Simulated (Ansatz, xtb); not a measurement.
**Two isomers of GeH6O2Si**

Structure I: `O[SiH2][GeH2][OH]`, a singlet. Structure II: `[OH][GeH]([OH])[SiH3]`, a singlet. Both are isolated molecules in the gas phase, relaxed with B3LYP-D3(BJ)/def2-SVP; the shapes shown needn't be the lowest conformers.

I (Å):

```xyz
10

Ge   -0.8104   -0.4342    1.8978
O    -0.1183   -3.2352    0.6206
O    -1.6456   -1.9272    2.5336
Si    0.4466   -1.7042    0.2891
H    -0.7761   -3.2189    1.3424
H     0.1493   -1.2845   -1.1100
H     1.9163   -1.5859    0.5083
H    -1.8869    0.5545    1.3844
H    -0.0505    0.2435    3.0653
H    -2.2792   -1.7856    3.2480
```

II (Å):

```xyz
10

Ge   -0.1633   -2.0569    0.9595
O    -1.0769   -1.5943   -0.5129
O    -0.9594   -3.4664    1.7323
Si   -0.2413   -0.0989    2.3334
H    -1.0949   -2.2997   -1.1746
H     1.2257   -2.6224    0.5948
H    -1.8517   -3.2597    2.0418
H     0.3666    1.0608    1.6215
H    -1.6640    0.2034    2.6631
H     0.5088   -0.3538    3.5970
```

Quicker runs give these differences E(II) − E(I): GFN2-xTB +48.0 kJ/mol; HF/STO-3G −16.9 kJ/mol (at GFN2-xTB geometries); r2SCAN-D4/def2-SVP +24.6 kJ/mol (at GFN2-xTB geometries).

Problem. Estimate E(II) − E(I) at the level CCSD(T)/def2-SVP + ΔMP2/def2-TZVPP.

Solution. Calculated at CCSD(T)/def2-SVP + ΔMP2/def2-TZVPP: E(II) − E(I) = +35.3 kJ/mol, so structure I lies lower.

The same difference at several levels:

| level | geometry | E(II) − E(I) (kJ/mol) | departure from the last row (kJ/mol) | job, with rough time for the two |
| --- | --- | --- | --- | --- |
| GFN2-xTB | GFN2-xTB | +48.0 | +12.7 | optimisation, 0.14 s |
| HF/STO-3G | GFN2-xTB | −16.9 | −52.2 | single point, 0.32 s |
| r2SCAN-D4/def2-SVP | GFN2-xTB | +24.6 | −10.7 | single point, 3.5 s |
| B3LYP-D3(BJ)/def2-SVP | B3LYP-D3(BJ)/def2-SVP | +36.2 | +0.8 | optimisation, 50 s |
| HF/def2-SVP | B3LYP-D3(BJ)/def2-SVP | +32.8 | −2.5 | part of the CCSD(T) run |
| MP2/def2-SVP | B3LYP-D3(BJ)/def2-SVP | +30.5 | −4.8 | part of the CCSD(T) run |
| CCSD(T)/def2-SVP | B3LYP-D3(BJ)/def2-SVP | +29.2 | −6.1 | single point |
| CCSD(T)/def2-SVP + ΔMP2/def2-TZVPP | B3LYP-D3(BJ)/def2-SVP | +35.3 |  | single point, 26 s |

As drawn, II has 1 Ge–O, 1 Si–H in place of 1 O–Si, 1 Ge–H.

HF/STO-3G puts the two in the other order. The largest departure from CCSD(T)/def2-SVP + ΔMP2/def2-TZVPP is that of HF/STO-3G, 52.2 kJ/mol. The last row adds to CCSD(T) the change of the MP2 difference between the two basis sets, here +6.1 kJ/mol.

With harmonic frequencies from B3LYP-D3(BJ)/def2-SVP (ideal gas, rigid rotor, one conformer each, 298.15 K, 1 atm): on the last row, ΔE + ΔZPE = +32.3 kJ/mol. A mode under 50 cm⁻¹ makes harmonic enthalpies and free energies unreliable, so none is given.

The correlated steps freeze 16 core orbitals; the filled d shell of Ge is correlated, in a basis made for valence electrons. Codes used: Ansatz 0.2.0, xtb 6.7.1; the last row on 2 threads of Arm Neoverse V2 on a shared host.
